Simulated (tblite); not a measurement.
C3H10N2Si.
Atom-mapped SMILES: `[CH2:1]=[N:2][SiH2:3][CH2:4][CH2:5][NH2:6]` (hydrogens: H7, H8 on C1; H9, H10 on Si3; H11, H12 on C4; H13, H14 on C5; H15, H16 on N6)

The geometry is computed with GFN2-xTB (gas phase).

What internal coordinates does the optimisation give?

```csv
bond,length (Å)
C1=N2,1.247
N2–Si3,1.722
Si3–C4,1.903
C4–C5,1.531
C5–N6,1.452
C1–H7,1.088
C1–H8,1.094
Si3–H9,1.472
Si3–H10,1.462
"C4–H11, C4–H12",1.093
"C5–H13, C5–H14",1.093
"N6–H15, N6–H16",1.015
```

Bonds in one row agree within 0.01 Å and their mean is given. A selection of angles:
```csv
angle,degrees
N2–C1–H7,119.5
N2–C1–H8,124.8
H7–C1–H8,115.7
C1–N2–Si3,135.0
N2–Si3–C4,104.1
N2–Si3–H9,117.7
N2–Si3–H10,102.8
C4–Si3–H9,109.7
C4–Si3–H10,112.3
H9–Si3–H10,110.1
Si3–C4–C5,112.6
Si3–C4–H11,110.1
C5–C4–H11,108.6
H11–C4–H12,106.8
C4–C5–N6,114.7
C4–C5–H13,109.5
N6–C5–H13,107.3
H13–C5–H14,108.0
C5–N6–H15,110.0
H15–N6–H16,107.5
```

Torsions: C1–N2–Si3–C4 -121° (anticlinal); N2–Si3–C4–C5 -98° (anticlinal); Si3–C4–C5–N6 178° (antiperiplanar). The mirror-image conformer, all signs reversed, is as good.

The 2 C–N bonds span 1.247 Å (C1=N2, drawn double) to 1.452 Å (C5–N6, drawn single), a spread of 0.205 Å. N6 (primary amine nitrogen) is pyramidal (angles 110.1°, 110.0° and 107.5°, sum 327.6°, 0.38 Å off the plane of its three neighbours). Si3 (SiH2 silicon) is distorted tetrahedral (angles from 102.8° to 117.7°).

Point group: C1 (no symmetry element, even within 0.4 Å). GFN2-xTB frequencies show an imaginary mode (39i cm⁻¹), so the point is no minimum at that level. Torsions: C1–N2–Si3–C4 -121°, N2–Si3–C4–C5 -98°, Si3–C4–C5–N6 178°, C4–C5–N6–H -60° and 58°. 3 starts were optimised and ended at 0.00, 0.68 and 0.84 kcal/mol (GFN2-xTB); the lowest of these is shown.

Time: 0.92 s of wall time. Hardware: one thread of an Arm Neoverse N1, on a shared host. That covers the optimisation of the geometry.
